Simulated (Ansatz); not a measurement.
`C[BH][SbH2]`. Charge 0, multiplicity 1. Sb takes the def2 core potential. The geometry is a stationary point of PBE0-D4/def2-TZVP.

```xyz
9

C     0.376   -0.869   -0.961
B    -0.019   -0.469    0.484
Sb    0.289    1.567    1.331
H    -0.580   -1.023   -1.489
H     0.879   -1.841   -1.004
H     0.944   -0.134   -1.532
H    -0.462   -1.297    1.229
H    -1.260    1.672    2.030
H    -0.166    2.394   -0.089
```

Problem. What is the dipole moment at PBE/def2-TZVPP? (An estimate is asked.)

Solution. Ansatz gave: 1.10 D, with components (0.17, -0.75, -0.79) D in this frame, pointing from negative to positive charge.

Problem. And with r2SCAN, B3LYP, ωB97M-V? (An estimate is asked.)

Solution. The calculation gave: r2SCAN 1.19 D, B3LYP 1.13 D, ωB97M-V 1.21 D.

Problem. Give the Mulliken charges with PBE, ωB97M-V, r2SCAN in def2-TZVPP. (Best estimate.)

Solution. The calculation gave: 
| atom | PBE | ωB97M-V | r2SCAN |
| --- | --- | --- | --- |
| C1 | -0.29 | -0.31 | -0.20 |
| B2 | -0.10 | -0.12 | -0.09 |
| Sb3 | 0.23 | 0.14 | 0.27 |
| H4 | 0.11 | 0.11 | 0.07 |
| H5 | 0.11 | 0.12 | 0.08 |
| H6 | 0.10 | 0.11 | 0.06 |
| H7 | 0.02 | 0.08 | 0.00 |
| H8 | -0.08 | -0.07 | -0.10 |
| H9 | -0.09 | -0.07 | -0.10 |

B3LYP here is the variant with VWN-RPA as its local correlation; programs differ in this.
